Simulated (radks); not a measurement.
Os56+, configuration [Ar] 3d2.

All-electron calculation, Dirac Kohn-Sham, PBE, spin-unpolarised, spherical densities, point nucleus; open shells are shared between the two j in proportion to 2j + 1. Program: a radial shooting solver on a logarithmic mesh with Libxc functionals.

Energy parts (eV):
| part | energy |
|---|---|
| total | -385732.30 |
| kinetic | 447723.02 |
| electron-nucleus | -876378.21 |
| Hartree | 48284.57 |
| exchange-correlation | -5361.69 |

Orbitals (lengths in bohr, moments of r in powers of bohr):
orbital,occ.,eigenvalue (eV),<1/r>,<r^4>,small-component weight
1s1/2,2,-77737.73,90.53,5.116e-07,8.27e-02
2s1/2,2,-16705.76,22.28,0.00007295,1.91e-02
2p1/2,2,-16191.27,22.18,0.00004357,1.91e-02
2p3/2,4,-14638.96,18.44,0.00006434,1.72e-02
3s1/2,2,-6387.270,8.721,0.002143,7.13e-03
3p1/2,2,-6185.255,8.635,0.001814,7.05e-03
3p3/2,4,-5794.058,7.640,0.002345,6.55e-03
3d3/2,0.8,-5503.308,7.511,0.001414,6.37e-03
3d5/2,1.2,-5413.293,7.279,0.001529,6.23e-03
4s1/2,0,-3313.723,4.485,0.02545,3.54e-03
4p1/2,0,-3225.977,4.437,0.02406,3.49e-03
4p3/2,0,-3078.699,4.062,0.02899,3.32e-03

The highest occupied level is 3d5/2 at -5413.3 eV. For comparison, the ionisation energy in NIST's Atomic Spectra Database is 5575 eV (theoretical). In exact Kohn-Sham theory the highest level is minus the ionisation energy, but local and semilocal functionals leave it too shallow, through self-interaction and a potential that decays too fast; potentials with the right tail come closer.

Beside tabulated values, note that spin-unpolarised runs miss the spin-polarisation part of the exchange energy of open shells.
